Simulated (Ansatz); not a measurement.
Ideal-gas functions of Cl$_{2}$F$_{2}$Ti, SMILES `[F][Ti]([F])([Cl])[Cl]` at 400 K and 1 bar, from an Ansatz frequency run at PBE0-D4/def2-TZVP.

Molar mass 156.77 g/mol, point group C2v (symmetry number 2), electronic degeneracy 1, moments of inertia 208.518, 299.167, 356.111 u Å². Harmonic wavenumbers (cm⁻¹, unscaled): 125, 157, 165, 188, 203, 452, 521, 775, 809.

Use S(trans) = R[1.5 ln M + 2.5 ln T − 1.1517]; rotational temperatures θ = 24.2544 K / I; S(rot) = R[ln(√π/σ · √(T³/θAθBθC)) + 1.5]; for each mode x = 1.438777 ν̃/T, S = R[x/(eˣ − 1) − ln(1 − e⁻ˣ)] and H = RT x/(eˣ − 1); 1 cm⁻¹ = 0.0119627 kJ/mol; R = 8.31446 J/(mol·K).

**Question.** By hand: the entropy, in J/(mol·K).

**Answer.** Translation 178.0. Rotation: θ = 0.1163, 0.0811, 0.0681 K, giving 116.7. Vibration, mode by mode: 15.03, 13.18, 12.77, 11.72, 11.11, 5.13, 4.21, 2.05, 1.86, in all 77.1. Electronic 0.0. Sum 371.8 J/(mol·K).

**Question.** By hand: H − E and G − E in kJ/mol, counted from the electronic energy.

**Answer.** Zero-point energy ½ × 3395 × 0.0119627 = 20.3; thermal vibration 15.8; translation, rotation and pV give 4 RT = 13.3. H − E = 49.4 kJ/mol, and G − E = 49.4 − 400 × 371.8/1000 = -99.3 kJ/mol.

Vibration gives 21 % of the entropy, 15.0 J/(mol·K) of it from the mode under 150 cm⁻¹: soft modes count most, and the harmonic formula is weakest for them.
